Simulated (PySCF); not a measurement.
```xyz
4
charge 0 multiplicity 1, angstrom
Ge    0.1175    0.0000    0.0000
O     1.7358    0.0000    0.0000
F    -0.9635    1.3146    0.0000
F    -0.9635   -1.3146    0.0000
```

These are results of PBE0 in PySCF with Ge def2-TZVP, O def2-TZVP, F def2-TZVP; no relativity; density-fitted integrals, not measurements.

This geometry of GeOF₂ is a stationary point at this level.

Problem. What is the point group?

Solution. C2v.

Problem. Is it a minimum?

Solution. Yes: all harmonic wavenumbers are real.

Problem. List the harmonic modes with their infrared intensities.

Solution. 
| symmetry | ω (cm⁻¹) | IR (km/mol) | type |
| --- | --- | --- | --- |
| b1 | 224 | 45.8 | bend |
| b2 | 229 | 43.8 | bend |
| a1 | 259 | 18.0 | bend |
| a1 | 737 | 42.6 | stretch |
| b2 | 754 | 113 | stretch |
| a1 | 1022 | 68.5 | stretch |

Problem. What are the dipole moment and the gap between the highest occupied and lowest empty levels?

Solution. 1.53 D and 6.50 eV.

Problem. Give the ideal-gas entropy at 298.15 K and 1 bar by parts.

Solution. translation 169.4, rotation 99.4, vibration 25.5, spin 0.0; total 294.3 J/(mol K).

In C2v the vibrations span b1 + 2b2 + 3a1. Here b1 is antisymmetric to the molecular plane and b2 lies in it.

Only a few start shapes were tried, so a lower isomer may exist.
